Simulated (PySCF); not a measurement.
# Working out the ionisation energy of Al⁺

Al⁺ [Ne] 3s2 (1S) → Al²⁺ [Ne] 3s1 (2S). Calculation: PySCF 2.14, in aug-cc-pwCVTZ; the non-relativistic Hamiltonian (point nucleus). Frozen: 1s2. Energies in hartree (1 hartree = 27.21139 eV):

```csv
part,Al⁺ (lower),Al²⁺ (upper)
UHF,-241.673480,-241.029624
CCSD correlation,-0.291399,-0.247636
(T),-0.003342,-0.001791
```

Question: What does Hartree-Fock give?

Answer: (-241.029624) − (-241.673480) = 0.643856 hartree = 17.520 eV.

Question: What do CCSD and CCSD(T) give?

Answer: The CCSD correlation energies differ by 0.043763 hartree = 1.191 eV and the triples by 0.001551 hartree = 0.042 eV, so CCSD gives 18.711 eV and CCSD(T) 18.753 eV.

Measured between the centres of the two terms (NIST): 18.829 eV, so CCSD(T) (valence and next inner shell) is off by -0.076 eV.

What remains against the reference includes basis incompleteness, the frozen core and higher excitations.
